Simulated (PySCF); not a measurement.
**Nb³⁵⁺ (niobium, charge +35): Hartree-Fock from Schrödinger to Dirac-Coulomb-Breit**

Occupied: 1s1/2, 2s1/2, 2p1/2. Hartree-Fock calculated with PySCF 2.14 in an even-tempered Gaussian basis (19 s from 4.8 bohr⁻², ratio 2.3; 14 p from 5.7 bohr⁻², ratio 2.3), Gaussian nucleus throughout. NR is non-relativistic, sf-X2C the spin-free one-electron X2C Hamiltonian, X2C adds the bare one-electron spin-orbit term, X2C-SNSO screens it by Boettger's factors, DC is four-component Dirac-Coulomb, and the Gaunt and Breit terms are added at first order (total energies over the DC spinors, levels after relaxing the spinors in that mean field). QED terms are absent. Levels marked empty are virtual spinors of this ion.

```csv
Hamiltonian,E (hartree),E − E(DC) (hartree),CPU seconds
X2C,-2448.4345,0.3231,0.28
X2C-SNSO,-2448.1420,0.6156,0.28
DC,-2448.7576,0.0000,8.1
DC+Gaunt,-2447.1974,1.5602,17
DC+Breit,-2447.2779,1.4797,48
```

```
   level (eV)       X2C  X2C-SNSO        DC  DC+Gaunt  DC+Breit
        1s1/2  -21724.4  -21724.9  -21735.1  -21703.6  -21704.6
        2s1/2   -4941.0   -4941.1   -4942.3   -4939.4   -4939.6
        2p1/2   -4829.1   -4825.3   -4826.1   -4819.9   -4820.7
2p3/2 (empty)   -4541.0   -4542.9   -4543.0   -4539.9   -4540.6
3s1/2 (empty)   -2025.4   -2025.4   -2025.7   -2024.9   -2025.0
```

Weight of the small component: 1s1/2 0.0225, 2s1/2 0.00508, 2p1/2 0.00505, 2p3/2 0.00484, 3s1/2 0.00203.

Koopmans' value for the highest occupied level at DC+Breit: 4820.7 eV, against an ionisation energy of 4815 ± 5 eV (semi-empirical (NIST evaluation); NIST Atomic Spectra Database, ionization energies); the former lacks relaxation, correlation, QED and recoil.

The whole ladder took 75 s of wall time on 1 thread of Neoverse-V2 (shared host), launched as `OMP_NUM_THREADS=1 python relrun2.py TASK.json OUT` (a driver that calls PySCF for each Hamiltonian).
